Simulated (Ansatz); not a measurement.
Consider the formal exchange of groups at the Al–I bond: `[AlH2][I]` + `[SiH3]B[SiH3]` → `[AlH2][B]([SiH3])[SiH3]` + HI.

Program: Ansatz. Geometries: PBE0-D4/def2-TZVP. ΔE: electronic, gas phase. CCSD(T)/CBS is the MP2 limit (def2-TZVPP, def2-QZVPP) plus CCSD(T) − MP2 in def2-TZVPP, frozen cores. DFT in def2-TZVPP. B3LYP here is the variant with VWN-RPA as its local correlation; programs differ in this. def2 core potentials past Kr. For I outer-core shells are correlated without core-valence functions, which leaves a few kJ/mol of doubt a bond.

```json
{"level": "B3LYP", "ΔE (eV)": "1.64"}
{"level": "CCSD(T)/def2-TZVPP", "ΔE (eV)": "1.59"}
```

Question: What does CCSD(T)/CBS give? (Estimate.)

Answer: Computed: +1.64 eV. The listed levels differ from it by 0.00, -0.05 eV.

Largest T1 diagnostic among the species: 0.015.

In def2-TZVPP, CCSD(T) changes the Hartree–Fock value by −0.29 eV (the triples alone add −0.03 eV) and MP2 by −0.16 eV. The D4 term adds −0.06 eV with B3LYP and −0.04 eV with PBE0; it sums over pairs of atoms, weighted by their polarisabilities, and B3LYP, whose exchange is more repulsive, gets the larger term. From PBE to PBE0 (25 % exact exchange), in def2-TZVPP and without D4, ΔE moves by +0.09 eV.
